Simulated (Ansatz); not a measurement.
Molecule: AgCl (charge 0, singlet). 
Geometry from a B3LYP-D3(BJ)/def2-TZVP (Ansatz, a quantum-chemistry and plane-wave program) optimisation:
```xyz
2

Ag     0.0000     0.0000    -0.6130
Cl     0.0000     0.0000     1.6948
```
Charge 0, spin multiplicity 1.

Basis-set convergence of Hartree-Fock and CCSD(T) correlation energies (hartree) with Ansatz. Valence correlation only, unless marked. Spin-orbit coupling is left out. The frozen core is the preceding noble-gas configuration, with the filled d and f shells of earlier blocks. In def2 rows, elements after Kr have scalar-relativistic effective core potentials.

```tsv
basis	functions	E(HF)	E(corr, CCSD(T))
def2-SVPD	61	-605.49218	-0.39965
def2-TZVPPD	107	-605.67415	-0.59201
def2-QZVPPD	167	-605.68869	-0.64540
```

Extrapolating the two largest sets (X = 3 and 4) as X^-3: E(corr) = (64·(-0.64540) - 27·(-0.59201))/37 = -0.6844 Eh, an estimate of the basis-set limit. The largest set recovers 94.3 % of it, the smallest 58.4 %.
